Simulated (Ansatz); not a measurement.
Ansatz (an electronic-structure program) input (B3LYP-D3(BJ)/def2-TZVP):

Ansatz 0.2 input:
```yaml
crystal:
  periodic: [false, false, false]
  atoms:
    - {symbol: C, position_ang: [-0.74598462, 0.07954784, 0.23255547]}
    - {symbol: F, position_ang: [0.73298763, -0.10811036, -0.07052530]}
    - {symbol: H, position_ang: [-0.92133566, 1.08748682, -0.22113066]}
    - {symbol: H, position_ang: [-1.19964527, -0.59178060, -0.53947446]}
basis:
  gaussian:
    orbitals: def2-TZVP
hamiltonian:
  xc: b3lyp
  dispersion: d3bj
total_charge: -1
phonons: {temperatures: {t_min: 298.15, t_max: 298.15, t_step: 100}}
```

Output:

```
Functional definition: B3LYP
integrals: 0.01 GiB planned
424 factors; their error is unknown
mean field: 0.14 GiB planned
mean field evaluation 1: about -3779.2861 eV, gradient 6.3e1 eV
mean field evaluation 2: about -3770.7936 eV, gradient 1.0e2 eV
mean field evaluation 4: about -3786.0118 eV, gradient 1.0e0 eV
mean field evaluation 8: about -3786.0153 eV, gradient 1.2e-2 eV
mean field evaluation 16: about -3786.0192 eV, gradient 4.9e-5 eV
mean field -3786.01924043 eV, -139.1336408298 hartree, gradient 4.9e-5 eV, S^2 0.000000; 0 other end points of the search recorded, 0 dependent functions left out
the calculation of the forces begins
reference -3786.01940100 eV, -139.1336467308 hartree; 9, 9 occupied and 65, 65 virtual orbitals, 424 factors
these checks for a lower state are left out or cut short: stability, starts, cluster_reference, orbital_swaps, neighbouring_geometries, increment
integrals: 0.01 GiB planned
424 factors; their error is unknown
mean field: 0.14 GiB planned
mean field -3786.01917133 eV, -139.1336382905 hartree, gradient 1.5e-6 eV, S^2 0.000000; 0 other end points of the search recorded, 0 dependent functions left out
the calculation of the forces begins
reference -3786.01933193 eV, -139.1336441922 hartree; 9, 9 occupied and 65, 65 virtual orbitals, 424 factors
these checks for a lower state are left out or cut short: stability, starts, cluster_reference, orbital_swaps, neighbouring_geometries, increment
integrals: 0.01 GiB planned
424 factors; their error is unknown
mean field: 0.14 GiB planned
mean field evaluation 32: about -3786.0192 eV, gradient 1.5e-6 eV
mean field -3786.01916847 eV, -139.1336381853 hartree, gradient 1.5e-6 eV, S^2 0.000000; 0 other end points of the search recorded, 0 dependent functions left out
the calculation of the forces begins
reference -3786.01932902 eV, -139.1336440856 hartree; 9, 9 occupied and 65, 65 virtual orbitals, 424 factors
these checks for a lower state are left out or cut short: stability, starts, cluster_reference, orbital_swaps, neighbouring_geometries, increment
integrals: 0.01 GiB planned
424 factors; their error is unknown
mean field: 0.14 GiB planned
mean field -3786.01915674 eV, -139.1336377542 hartree, gradient 1.5e-6 eV, S^2 0.000000; 0 other end points of the search recorded, 0 dependent functions left out
the calculation of the forces begins
reference -3786.01931734 eV, -139.1336436562 hartree; 9, 9 occupied and 65, 65 virtual orbitals, 424 factors
these checks for a lower state are left out or cut short: stability, starts, cluster_reference, orbital_swaps, neighbouring_geometries, increment
integrals: 0.01 GiB planned
424 factors; their error is unknown
mean field: 0.14 GiB planned
mean field -3786.01915619 eV, -139.1336377339 hartree, gradient 1.5e-6 eV, S^2 0.000000; 0 other end points of the search recorded, 0 dependent functions left out
the calculation of the forces begins
reference -3786.01931673 eV, -139.1336436339 hartree; 9, 9 occupied and 65, 65 virtual orbitals, 424 factors
these checks for a lower state are left out or cut short: stability, starts, cluster_reference, orbital_swaps, neighbouring_geometries, increment
integrals: 0.01 GiB planned
424 factors; their error is unknown
mean field: 0.14 GiB planned
mean field -3786.01923447 eV, -139.1336406107 hartree, gradient 1.5e-6 eV, S^2 0.000000; 0 other end points of the search recorded, 0 dependent functions left out
the calculation of the forces begins
reference -3786.01939503 eV, -139.1336465113 hartree; 9, 9 occupied and 65, 65 virtual orbitals, 424 factors
these checks for a lower state are left out or cut short: stability, starts, cluster_reference, orbital_swaps, neighbouring_geometries, increment
integrals: 0.01 GiB planned
424 factors; their error is unknown
mean field: 0.14 GiB planned
mean field -3786.01923618 eV, -139.1336406737 hartree, gradient 1.5e-6 eV, S^2 0.000000; 0 other end points of the search recorded, 0 dependent functions left out
the calculation of the forces begins
reference -3786.01939676 eV, -139.1336465749 hartree; 9, 9 occupied and 65, 65 virtual orbitals, 424 factors
these checks for a lower state are left out or cut short: stability, starts, cluster_reference, orbital_swaps, neighbouring_geometries, increment
integrals: 0.01 GiB planned
424 factors; their error is unknown
mean field: 0.14 GiB planned
mean field evaluation 64: about -3786.0142 eV, gradient 2.7e-1 eV
mean field -3786.01921122 eV, -139.1336397563 hartree, gradient 1.5e-6 eV, S^2 0.000000; 0 other end points of the search recorded, 0 dependent functions left out
the calculation of the forces begins
reference -3786.01937176 eV, -139.1336456561 hartree; 9, 9 occupied and 65, 65 virtual orbitals, 424 factors
these checks for a lower state are left out or cut short: stability, starts, cluster_reference, orbital_swaps, neighbouring_geometries, increment
integrals: 0.01 GiB planned
424 factors; their error is unknown
mean field: 0.14 GiB planned
mean field -3786.01920744 eV, -139.1336396173 hartree, gradient 1.5e-6 eV, S^2 0.000000; 0 other end points of the search recorded, 0 dependent functions left out
the calculation of the forces begins
reference -3786.01936804 eV, -139.1336455193 hartree; 9, 9 occupied and 65, 65 virtual orbitals, 424 factors
these checks for a lower state are left out or cut short: stability, starts, cluster_reference, orbital_swaps, neighbouring_geometries, increment
integrals: 0.01 GiB planned
424 factors; their error is unknown
mean field: 0.14 GiB planned
mean field -3786.01922189 eV, -139.1336401484 hartree, gradient 1.5e-6 eV, S^2 0.000000; 0 other end points of the search recorded, 0 dependent functions left out
the calculation of the forces begins
reference -3786.01938247 eV, -139.1336460496 hartree; 9, 9 occupied and 65, 65 virtual orbitals, 424 factors
these checks for a lower state are left out or cut short: stability, starts, cluster_reference, orbital_swaps, neighbouring_geometries, increment
integrals: 0.01 GiB planned
424 factors; their error is unknown
mean field: 0.14 GiB planned
mean field -3786.01922441 eV, -139.1336402411 hartree, gradient 1.5e-6 eV, S^2 0.000000; 0 other end points of the search recorded, 0 dependent functions left out
the calculation of the forces begins
reference -3786.01938498 eV, -139.1336461417 hartree; 9, 9 occupied and 65, 65 virtual orbitals, 424 factors
these checks for a lower state are left out or cut short: stability, starts, cluster_reference, orbital_swaps, neighbouring_geometries, increment
integrals: 0.01 GiB planned
424 factors; their error is unknown
mean field: 0.14 GiB planned
mean field evaluation 96: about -3786.0192 eV, gradient 2.6e-3 eV
mean field -3786.01917094 eV, -139.1336382762 hartree, gradient 1.5e-6 eV, S^2 0.000000; 0 other end points of the search recorded, 0 dependent functions left out
the calculation of the forces begins
reference -3786.01933154 eV, -139.1336441780 hartree; 9, 9 occupied and 65, 65 virtual orbitals, 424 factors
these checks for a lower state are left out or cut short: stability, starts, cluster_reference, orbital_swaps, neighbouring_geometries, increment
integrals: 0.01 GiB planned
424 factors; their error is unknown
mean field: 0.14 GiB planned
mean field -3786.01916861 eV, -139.1336381903 hartree, gradient 1.5e-6 eV, S^2 0.000000; 0 other end points of the search recorded, 0 dependent functions left out
the calculation of the forces begins
reference -3786.01932915 eV, -139.1336440903 hartree; 9, 9 occupied and 65, 65 virtual orbitals, 424 factors
these checks for a lower state are left out or cut short: stability, starts, cluster_reference, orbital_swaps, neighbouring_geometries, increment
integrals: 0.01 GiB planned
424 factors; their error is unknown
mean field: 0.14 GiB planned
mean field -3786.01922315 eV, -139.1336401946 hartree, gradient 1.5e-6 eV, S^2 0.000000; 0 other end points of the search recorded, 0 dependent functions left out
the calculation of the forces begins
reference -3786.01938373 eV, -139.1336460959 hartree; 9, 9 occupied and 65, 65 virtual orbitals, 424 factors
these checks for a lower state are left out or cut short: stability, starts, cluster_reference, orbital_swaps, neighbouring_geometries, increment
integrals: 0.01 GiB planned
424 factors; their error is unknown
mean field: 0.14 GiB planned
mean field -3786.01922220 eV, -139.1336401598 hartree, gradient 1.5e-6 eV, S^2 0.000000; 0 other end points of the search recorded, 0 dependent functions left out
the calculation of the forces begins
reference -3786.01938276 eV, -139.1336460604 hartree; 9, 9 occupied and 65, 65 virtual orbitals, 424 factors
Total energy: -3786.06189501 eV, -139.1352083568 hartree
Atom 0 at    -0.745985     0.079548     0.232555 Å, force     0.000012     0.000003    -0.000024 eV/Å
Atom 1 at     0.732988    -0.108110    -0.070525 Å, force    -0.000003    -0.000001     0.000008 eV/Å
Atom 2 at    -0.921336     1.087487    -0.221131 Å, force    -0.000004     0.000001     0.000008 eV/Å
Atom 3 at    -1.199645    -0.591781    -0.539474 Å, force    -0.000005    -0.000003     0.000008 eV/Å
Dipole moment:     0.301351     0.027346    -0.407703 e Å
Vibrations: 700.69 1170.52 1180.44 1399.71 2731.18 2759.27 cm⁻¹, zero-point energy 0.616313 eV
```

It need not be the lowest isomer of its formula. Whether it binds its extra electron was not tested at this geometry.
